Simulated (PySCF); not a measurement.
**Ionisation energy of Cd²¹⁺ by level of theory**

Cd²¹⁺ [Ar] 3d9 (2D) → Cd²²⁺ [Ar] 3d8 (3F), as a difference of total energies. Calculation: PySCF 2.14, in an even-tempered Gaussian basis (17 s from 2.1 bohr⁻², ratio 2.5; 11 p from 2.7 bohr⁻², ratio 2.5; 8 d from 2.7 bohr⁻², ratio 2.5; 4 f from 14 bohr⁻², ratio 2.7; 4 g from 22 bohr⁻², ratio 2.7); the non-relativistic Hamiltonian (point nucleus). Correlated levels: outer shells: [Ne] frozen; virtual orbitals above 40 to 60 times the deepest correlated orbital energy dropped. The calculations carry no spin-orbit coupling.

```
                method  ionisation energy (eV)
                   UHF                  1031.5
                   LDA                  1033.4
                   PBE                  1032.3
                  PBE0                  1032.6
                r2SCAN                  1031.8
                  BP86                  1032.5
                  TPSS                  1031.6
    MP2 (outer shells)                  1033.3
SCS-MP2 (outer shells)                  1033.1
```

A first-order spin-orbit estimate (lowest level to lowest level, LS coupling) adds -1.548 eV.

All relativistic terms are absent from these numbers, so their closeness to the reference says little about the methods.

For comparison: 1026 ± 4 eV (theoretical estimate listed by NIST; NIST Atomic Spectra Database, ionization energies).
